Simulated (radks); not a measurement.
Results of a calculation; reference values are marked as such.
Charge is removed step by step from the 4f level of the neodymium ion Nd2+, starting from [Xe] 4f4. Code: a radial shooting solver on a logarithmic mesh with Libxc functionals. Model: scalar-relativistic Kohn-Sham, r2SCAN, spin-unpolarised, spherical densities, finite nucleus; meta-GGA in the generalised Kohn-Sham scheme; Fermi nuclear charge, rms radius 4.9123 fm.

| removed (e) | E - E(0) (eV) | eigenvalue (eV) | E minus straight line (eV) |
|---|---|---|---|
| 0 | 0.000 | -13.970 | 0.000 |
| 0.25 | 3.965 | -17.720 | -1.501 |
| 0.5 | 8.896 | -21.693 | -2.035 |
| 0.75 | 14.846 | -25.864 | -1.551 |
| 1 | 21.863 | -30.216 | 0.000 |

Removing the whole electron costs 21.863 eV by Delta-SCF, against 13.970 eV from minus the eigenvalue at the starting occupation. Slater's transition state (half an electron removed) gives 21.693 eV. Integrating minus the eigenvalue over the occupation (Janak's theorem) gives 21.826 eV. In this scalar-relativistic scheme the density is built from large components alone, so the theorem holds only approximately. The mean slope of the eigenvalue, de/dn, is 16.2 eV per electron. Ionisation energy of Nd2+ in the NIST Atomic Spectra Database: 22.09 eV (semi-empirical).

Beside tabulated values, note that spin-unpolarised runs miss the spin-polarisation part of the exchange energy of open shells.
